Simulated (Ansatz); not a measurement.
Ansatz (a first-principles code) input (B3LYP/LANL2DZ): The .json file is the Basis Set Exchange's LANL2DZ.

Ansatz 0.2 input:
```yaml
crystal:
  periodic: [false, false, false]
  atoms:
    - {symbol: Cd, position_ang: [-0.00000000, -0.00000000, -1.37894560]}
    - {symbol: Te, position_ang: [0.00000000, 0.00000000, 1.27287286]}
basis:
  gaussian:
    orbitals: LANL2DZ.json
hamiltonian:
  xc: {name: B3LYP}
phonons: {temperatures: {t_min: 298.15, t_max: 298.15, t_step: 100}}
```

Question: Which harmonic wavenumbers does it give?

Answer: 181 cm⁻¹ (unscaled; negative means imaginary).
